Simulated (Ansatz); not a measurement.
Job for Ansatz (a first-principles code): R-B3LYP-D3(BJ)/def2-TZVP on H2Sn (SMILES [SnH2]), 2S+1 = 1, a spin state set in the input, which need not be the lowest. Elements past Kr take the def2 small-core potentials; no spin–orbit coupling.

Ansatz 0.2 input:
```yaml
crystal:
  periodic: [false, false, false]
  atoms:
    - {symbol: Sn, position_ang: [-0.00237691, 0.86846843, 0.00000000]}
    - {symbol: H, position_ang: [-1.24226456, -0.43764434, 0.00000000]}
    - {symbol: H, position_ang: [1.24464147, -0.43082410, 0.00000000]}
basis:
  gaussian:
    orbitals: def2-TZVP
hamiltonian:
  xc: b3lyp
  dispersion: d3bj
relax: {f_tol: 0.003, max_steps: 120}
```

It printed:

```
WARN ansatz: RAYON_NUM_THREADS=2 ignored (pool sized by the plan → 2); use --threads N
Functional definition: B3LYP
integrals: 0.01 GiB planned
520 factors; their error is unknown
mean field: 0.16 GiB planned
mean field evaluation 1: about -5864.2740 eV, gradient 1.4e1 eV
mean field evaluation 2: about -5864.5048 eV, gradient 1.3e1 eV
mean field evaluation 4: about -5865.0269 eV, gradient 2.8e-1 eV
mean field evaluation 8: about -5865.0917 eV, gradient 1.8e-2 eV
mean field -5865.09169904 eV, -215.5381444379 hartree, gradient 5.6e-5 eV, S^2 0.000000; 0 other end points of the search recorded, 0 dependent functions left out
the calculation of the forces begins
reference -5865.09190788 eV, -215.5381521127 hartree; 12, 12 occupied and 50, 50 virtual orbitals, 520 factors
relax step   1: F+E_penalty+E_count = -5865.14521084 eV  Δ(F+E_penalty+E_count) = +0.000e0 eV  max|allowed force component| = 4.393e-1 eV/Å  Δτ_max = 0.0000 Å  (24 SCF iters, accepted)
these checks for a lower state are left out or cut short: starts, cluster_reference, orbital_swaps, neighbouring_geometries, increment
integrals: 0.01 GiB planned
520 factors; their error is unknown
mean field: 0.16 GiB planned
mean field evaluation 16: about -5865.0596 eV, gradient 1.8e-1 eV
mean field -5865.05963756 eV, -215.5369662000 hartree, gradient 2.5e-5 eV, S^2 0.000000; 0 other end points of the search recorded, 0 dependent functions left out
the calculation of the forces begins
reference -5865.05984764 eV, -215.5369739203 hartree; 12, 12 occupied and 50, 50 virtual orbitals, 520 factors
relax step   2: F+E_penalty+E_count = -5865.11267162 eV  Δ(F+E_penalty+E_count) = +3.254e-2 eV  max|allowed force component| = 5.299e-1 eV/Å  Δτ_max = 0.1214 Å  (28 SCF iters, rejected (line search))
these checks for a lower state are left out or cut short: starts, cluster_reference, orbital_swaps, neighbouring_geometries, increment
integrals: 0.01 GiB planned
520 factors; their error is unknown
mean field: 0.16 GiB planned
mean field -5865.10148755 eV, -215.5385041588 hartree, gradient 2.3e-5 eV, S^2 0.000000; 0 other end points of the search recorded, 0 dependent functions left out
the calculation of the forces begins
reference -5865.10169694 eV, -215.5385118539 hartree; 12, 12 occupied and 50, 50 virtual orbitals, 520 factors
relax step   3: F+E_penalty+E_count = -5865.15485539 eV  Δ(F+E_penalty+E_count) = -9.645e-3 eV  max|allowed force component| = 1.038e-2 eV/Å  Δτ_max = 0.0344 Å  (28 SCF iters, accepted)
these checks for a lower state are left out or cut short: starts, cluster_reference, orbital_swaps, neighbouring_geometries, increment
integrals: 0.01 GiB planned
520 factors; their error is unknown
mean field: 0.16 GiB planned
mean field evaluation 32: about -5865.1014 eV, gradient 1.8e-1 eV
mean field -5865.10149574 eV, -215.5385044600 hartree, gradient 2.3e-5 eV, S^2 0.000000; 0 other end points of the search recorded, 0 dependent functions left out
the calculation of the forces begins
reference -5865.10170511 eV, -215.5385121540 hartree; 12, 12 occupied and 50, 50 virtual orbitals, 520 factors
relax step   4: F+E_penalty+E_count = -5865.15486920 eV  Δ(F+E_penalty+E_count) = -1.382e-5 eV  max|allowed force component| = 5.559e-4 eV/Å  Δτ_max = 0.0016 Å  (30 SCF iters, accepted)
integrals: 0.01 GiB planned
520 factors; their error is unknown
mean field: 0.16 GiB planned
mean field -5865.10149574 eV, -215.5385044600 hartree, gradient 2.3e-5 eV, S^2 0.000000; 1 other end points of the search recorded, 0 dependent functions left out
the calculation of the forces begins
reference -5865.10170511 eV, -215.5385121540 hartree; 12, 12 occupied and 50, 50 virtual orbitals, 520 factors
Total energy: -5865.15507857 eV, -215.5404735924 hartree
Atom 0 at    -0.002289     0.835282    -0.000000 Å, force    -0.000001     0.000556    -0.000000 eV/Å
Atom 1 at    -1.264119    -0.421109     0.000000 Å, force     0.000002    -0.000278    -0.000000 eV/Å
Atom 2 at     1.266409    -0.414173     0.000000 Å, force    -0.000000    -0.000278     0.000000 eV/Å
Dipole moment:    -0.000513     0.186996    -0.000000 e Å
```

The calculation finished and met its thresholds.

Cost: roughly 4 core-seconds.
